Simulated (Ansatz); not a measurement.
Ansatz (an electronic-structure program) input (HF/6-31G*):

Ansatz 0.2 input:
```yaml
crystal:
  periodic: [false, false, false]
  atoms:
    - {symbol: C, position_ang: [1.99358989, 0.17129971, 0.05023825]}
    - {symbol: O, position_ang: [0.86517793, -0.54314800, -0.16482295]}
    - {symbol: B, position_ang: [-0.41139881, -0.08935841, -0.02669046]}
    - {symbol: C, position_ang: [-1.56596145, -1.12725505, -0.33948843]}
    - {symbol: C, position_ang: [-0.71797158, 1.40650722, 0.42564518]}
    - {symbol: H, position_ang: [1.93712662, 1.19403187, 0.35938495]}
    - {symbol: H, position_ang: [2.91137486, -0.35306258, -0.10894752]}
    - {symbol: H, position_ang: [-1.19113922, -2.10139751, -0.63419471]}
    - {symbol: H, position_ang: [-2.21112188, -0.75360154, -1.13403914]}
    - {symbol: H, position_ang: [-2.20984139, -1.25650495, 0.52992105]}
    - {symbol: H, position_ang: [-1.78260787, 1.60640194, 0.48687921]}
    - {symbol: H, position_ang: [-0.28872333, 2.12873206, -0.26756587]}
    - {symbol: H, position_ang: [-0.28743836, 1.62406554, 1.40222793]}
basis:
  gaussian:
    orbitals: 6-31G*
hamiltonian:
  xc: {name: HF}
magnetization: {spin_polarized: true, initial_magnetization: 1}
phonons: {temperatures: {t_min: 298.15, t_max: 298.15, t_step: 100}}
```

Output:

```
Functional definition: HF
integrals: 0.04 GiB planned
1069 factors; integrals over basis functions are off by at most 4.3e-4 eV
mean field: 0.40 GiB planned
mean field evaluation 1: about -5923.9893 eV, gradient 2.4e1 eV
mean field evaluation 2: about -5924.0593 eV, gradient 2.4e1 eV
mean field evaluation 4: about -5927.0264 eV, gradient 3.3e0 eV
mean field evaluation 8: about -5927.0991 eV, gradient 1.7e-1 eV
mean field -5927.09962320 eV, -217.8168936202 hartree, gradient 8.1e-5 eV, S^2 0.762194; 0 other end points of the search recorded, 0 dependent functions left out
the calculation of the forces begins
reference -5927.09962320 eV, -217.8168936202 hartree; 20, 19 occupied and 71, 72 virtual orbitals, 1069 factors
these checks for a lower state are left out or cut short: stability, starts, cluster_reference, orbital_swaps, neighbouring_geometries, increment
integrals: 0.04 GiB planned
1069 factors; integrals over basis functions are off by at most 4.3e-4 eV
mean field: 0.40 GiB planned
mean field evaluation 16: about -5927.0994 eV, gradient 9.7e-5 eV
mean field -5927.09939784 eV, -217.8168853383 hartree, gradient 2.7e-6 eV, S^2 0.762189; 0 other end points of the search recorded, 0 dependent functions left out
the calculation of the forces begins
reference -5927.09939784 eV, -217.8168853383 hartree; 20, 19 occupied and 71, 72 virtual orbitals, 1069 factors
these checks for a lower state are left out or cut short: stability, starts, cluster_reference, orbital_swaps, neighbouring_geometries, increment
integrals: 0.04 GiB planned
1069 factors; integrals over basis functions are off by at most 4.3e-4 eV
mean field: 0.40 GiB planned
mean field -5927.09939523 eV, -217.8168852424 hartree, gradient 2.7e-6 eV, S^2 0.762201; 0 other end points of the search recorded, 0 dependent functions left out
the calculation of the forces begins
reference -5927.09939523 eV, -217.8168852424 hartree; 20, 19 occupied and 71, 72 virtual orbitals, 1069 factors
these checks for a lower state are left out or cut short: stability, starts, cluster_reference, orbital_swaps, neighbouring_geometries, increment
integrals: 0.04 GiB planned
1069 factors; integrals over basis functions are off by at most 4.3e-4 eV
mean field: 0.40 GiB planned
mean field evaluation 32: about -5927.0995 eV, gradient 2.4e-6 eV
mean field -5927.09952097 eV, -217.8168898632 hartree, gradient 2.8e-6 eV, S^2 0.762183; 0 other end points of the search recorded, 0 dependent functions left out
the calculation of the forces begins
reference -5927.09952097 eV, -217.8168898632 hartree; 20, 19 occupied and 71, 72 virtual orbitals, 1069 factors
these checks for a lower state are left out or cut short: stability, starts, cluster_reference, orbital_swaps, neighbouring_geometries, increment
integrals: 0.04 GiB planned
1069 factors; integrals over basis functions are off by at most 4.3e-4 eV
mean field: 0.40 GiB planned
mean field -5927.09951551 eV, -217.8168896628 hartree, gradient 2.6e-6 eV, S^2 0.762206; 0 other end points of the search recorded, 0 dependent functions left out
the calculation of the forces begins
reference -5927.09951551 eV, -217.8168896628 hartree; 20, 19 occupied and 71, 72 virtual orbitals, 1069 factors
these checks for a lower state are left out or cut short: stability, starts, cluster_reference, orbital_swaps, neighbouring_geometries, increment
integrals: 0.04 GiB planned
1069 factors; integrals over basis functions are off by at most 4.3e-4 eV
mean field: 0.40 GiB planned
mean field -5927.09952376 eV, -217.8168899657 hartree, gradient 2.7e-6 eV, S^2 0.762182; 0 other end points of the search recorded, 0 dependent functions left out
the calculation of the forces begins
reference -5927.09952376 eV, -217.8168899657 hartree; 20, 19 occupied and 71, 72 virtual orbitals, 1069 factors
these checks for a lower state are left out or cut short: stability, starts, cluster_reference, orbital_swaps, neighbouring_geometries, increment
integrals: 0.04 GiB planned
1069 factors; integrals over basis functions are off by at most 4.3e-4 eV
mean field: 0.40 GiB planned
mean field -5927.09953143 eV, -217.8168902475 hartree, gradient 2.6e-6 eV, S^2 0.762208; 0 other end points of the search recorded, 0 dependent functions left out
the calculation of the forces begins
reference -5927.09953143 eV, -217.8168902475 hartree; 20, 19 occupied and 71, 72 virtual orbitals, 1069 factors
these checks for a lower state are left out or cut short: stability, starts, cluster_reference, orbital_swaps, neighbouring_geometries, increment
integrals: 0.04 GiB planned
1069 factors; integrals over basis functions are off by at most 4.3e-4 eV
mean field: 0.40 GiB planned
mean field -5927.09950596 eV, -217.8168893117 hartree, gradient 2.2e-6 eV, S^2 0.762178; 0 other end points of the search recorded, 0 dependent functions left out
[...]
mean field: 0.40 GiB planned
mean field -5927.09955744 eV, -217.8168912037 hartree, gradient 2.9e-6 eV, S^2 0.762195; 0 other end points of the search recorded, 0 dependent functions left out
the calculation of the forces begins
reference -5927.09955744 eV, -217.8168912037 hartree; 20, 19 occupied and 71, 72 virtual orbitals, 1069 factors
these checks for a lower state are left out or cut short: stability, starts, cluster_reference, orbital_swaps, neighbouring_geometries, increment
integrals: 0.04 GiB planned
1069 factors; integrals over basis functions are off by at most 4.3e-4 eV
mean field: 0.40 GiB planned
mean field evaluation 256: about -5927.0996 eV, gradient 1.6e-6 eV
mean field -5927.09955675 eV, -217.8168911781 hartree, gradient 1.7e-6 eV, S^2 0.762195; 0 other end points of the search recorded, 0 dependent functions left out
the calculation of the forces begins
reference -5927.09955675 eV, -217.8168911781 hartree; 20, 19 occupied and 71, 72 virtual orbitals, 1069 factors
these checks for a lower state are left out or cut short: stability, starts, cluster_reference, orbital_swaps, neighbouring_geometries, increment
integrals: 0.04 GiB planned
1069 factors; integrals over basis functions are off by at most 4.3e-4 eV
mean field: 0.40 GiB planned
mean field -5927.09960371 eV, -217.8168929040 hartree, gradient 2.8e-6 eV, S^2 0.762194; 0 other end points of the search recorded, 0 dependent functions left out
the calculation of the forces begins
reference -5927.09960371 eV, -217.8168929040 hartree; 20, 19 occupied and 71, 72 virtual orbitals, 1069 factors
these checks for a lower state are left out or cut short: stability, starts, cluster_reference, orbital_swaps, neighbouring_geometries, increment
integrals: 0.04 GiB planned
1069 factors; integrals over basis functions are off by at most 4.3e-4 eV
mean field: 0.40 GiB planned
mean field -5927.09960367 eV, -217.8168929024 hartree, gradient 2.7e-6 eV, S^2 0.762195; 0 other end points of the search recorded, 0 dependent functions left out
the calculation of the forces begins
reference -5927.09960367 eV, -217.8168929024 hartree; 20, 19 occupied and 71, 72 virtual orbitals, 1069 factors
these checks for a lower state are left out or cut short: stability, starts, cluster_reference, orbital_swaps, neighbouring_geometries, increment
integrals: 0.04 GiB planned
1069 factors; integrals over basis functions are off by at most 4.3e-4 eV
mean field: 0.40 GiB planned
mean field -5927.09955949 eV, -217.8168912787 hartree, gradient 2.2e-6 eV, S^2 0.762195; 0 other end points of the search recorded, 0 dependent functions left out
the calculation of the forces begins
reference -5927.09955949 eV, -217.8168912787 hartree; 20, 19 occupied and 71, 72 virtual orbitals, 1069 factors
these checks for a lower state are left out or cut short: stability, starts, cluster_reference, orbital_swaps, neighbouring_geometries, increment
integrals: 0.04 GiB planned
1069 factors; integrals over basis functions are off by at most 4.3e-4 eV
mean field: 0.40 GiB planned
mean field -5927.09955975 eV, -217.8168912885 hartree, gradient 1.7e-6 eV, S^2 0.762195; 0 other end points of the search recorded, 0 dependent functions left out
the calculation of the forces begins
reference -5927.09955975 eV, -217.8168912885 hartree; 20, 19 occupied and 71, 72 virtual orbitals, 1069 factors
these checks for a lower state are left out or cut short: stability, starts, cluster_reference, orbital_swaps, neighbouring_geometries, increment
integrals: 0.04 GiB planned
1069 factors; integrals over basis functions are off by at most 4.3e-4 eV
mean field: 0.40 GiB planned
mean field evaluation 288: about -5927.0996 eV, gradient 9.7e-7 eV
mean field -5927.09959203 eV, -217.8168924748 hartree, gradient 1.0e-6 eV, S^2 0.762195; 0 other end points of the search recorded, 0 dependent functions left out
the calculation of the forces begins
reference -5927.09959203 eV, -217.8168924748 hartree; 20, 19 occupied and 71, 72 virtual orbitals, 1069 factors
these checks for a lower state are left out or cut short: stability, starts, cluster_reference, orbital_swaps, neighbouring_geometries, increment
integrals: 0.04 GiB planned
1069 factors; integrals over basis functions are off by at most 4.3e-4 eV
mean field: 0.40 GiB planned
mean field -5927.09959224 eV, -217.8168924823 hartree, gradient 1.1e-6 eV, S^2 0.762195; 0 other end points of the search recorded, 0 dependent functions left out
the calculation of the forces begins
reference -5927.09959224 eV, -217.8168924823 hartree; 20, 19 occupied and 71, 72 virtual orbitals, 1069 factors
these checks for a lower state are left out or cut short: stability, starts, cluster_reference, orbital_swaps, neighbouring_geometries, increment
integrals: 0.04 GiB planned
1069 factors; integrals over basis functions are off by at most 4.3e-4 eV
mean field: 0.40 GiB planned
mean field -5927.09956657 eV, -217.8168915389 hartree, gradient 1.6e-6 eV, S^2 0.762195; 0 other end points of the search recorded, 0 dependent functions left out
the calculation of the forces begins
reference -5927.09956657 eV, -217.8168915389 hartree; 20, 19 occupied and 71, 72 virtual orbitals, 1069 factors
these checks for a lower state are left out or cut short: stability, starts, cluster_reference, orbital_swaps, neighbouring_geometries, increment
integrals: 0.04 GiB planned
1069 factors; integrals over basis functions are off by at most 4.3e-4 eV
mean field: 0.40 GiB planned
mean field -5927.09956657 eV, -217.8168915391 hartree, gradient 2.7e-6 eV, S^2 0.762195; 0 other end points of the search recorded, 0 dependent functions left out
the calculation of the forces begins
reference -5927.09956657 eV, -217.8168915391 hartree; 20, 19 occupied and 71, 72 virtual orbitals, 1069 factors
these checks for a lower state are left out or cut short: stability, starts, cluster_reference, orbital_swaps, neighbouring_geometries, increment
integrals: 0.04 GiB planned
1069 factors; integrals over basis functions are off by at most 4.3e-4 eV
mean field: 0.40 GiB planned
mean field -5927.09956953 eV, -217.8168916477 hartree, gradient 1.9e-6 eV, S^2 0.762195; 0 other end points of the search recorded, 0 dependent functions left out
the calculation of the forces begins
reference -5927.09956953 eV, -217.8168916477 hartree; 20, 19 occupied and 71, 72 virtual orbitals, 1069 factors
these checks for a lower state are left out or cut short: stability, starts, cluster_reference, orbital_swaps, neighbouring_geometries, increment
integrals: 0.04 GiB planned
1069 factors; integrals over basis functions are off by at most 4.3e-4 eV
mean field: 0.40 GiB planned
mean field -5927.09956952 eV, -217.8168916474 hartree, gradient 2.0e-6 eV, S^2 0.762194; 0 other end points of the search recorded, 0 dependent functions left out
the calculation of the forces begins
reference -5927.09956952 eV, -217.8168916474 hartree; 20, 19 occupied and 71, 72 virtual orbitals, 1069 factors
WARN: phonons: modes at or below zero, which the zero-point energy, F, S and C_V leave out: 1, the lowest at -553.21 cm⁻¹ …
Total energy: -5927.09962320 eV, -217.8168936202 hartree
Atom 0 at     1.993590     0.171300     0.050238 Å, force     0.001535     0.000720     0.000216 eV/Å
Atom 1 at     0.865178    -0.543148    -0.164823 Å, force    -0.001640    -0.001465    -0.000441 eV/Å
Atom 2 at    -0.411399    -0.089358    -0.026690 Å, force    -0.000801    -0.000358    -0.000108 eV/Å
Atom 3 at    -1.565961    -1.127255    -0.339488 Å, force    -0.000360    -0.000207    -0.000062 eV/Å
Atom 4 at    -0.717972     1.406507     0.425645 Å, force     0.000105     0.000555     0.000168 eV/Å
Atom 5 at     1.937127     1.194032     0.359385 Å, force     0.000306     0.000363     0.000109 eV/Å
Atom 6 at     2.911375    -0.353063    -0.108948 Å, force     0.000322     0.000276     0.000083 eV/Å
Atom 7 at    -1.191139    -2.101398    -0.634195 Å, force     0.000094    -0.000204    -0.000062 eV/Å
Atom 8 at    -2.211122    -0.753602    -1.134039 Å, force     0.000254     0.000132     0.000198 eV/Å
Atom 9 at    -2.209841    -1.256505     0.529921 Å, force     0.000254     0.000220    -0.000093 eV/Å
Atom 10 at    -1.782608     1.606402     0.486879 Å, force    -0.000008     0.000018     0.000006 eV/Å
Atom 11 at    -0.288723     2.128732    -0.267566 Å, force    -0.000030    -0.000036     0.000030 eV/Å
Atom 12 at    -0.287438     1.624066     1.402228 Å, force    -0.000030    -0.000014    -0.000045 eV/Å
Dipole moment:     0.078105     0.221406     0.066856 e Å
Vibrations: -553.21 87.65 107.77 152.53 207.92 268.49 318.12 441.08 482.99 711.61 799.59 903.59 950.26 1061.38 1218.47 1252.45 1276.58 1462.66 1502.72 1514.83 1605.71 1612.50 1615.32 1624.29 1629.74 3175.49 3178.93 3218.52 3225.55 3264.30 3273.28 3357.59 3500.12 cm⁻¹, zero-point energy 3.037739 eV
```

The blocks after the first are displaced geometries, from whose forces the wavenumbers follow.
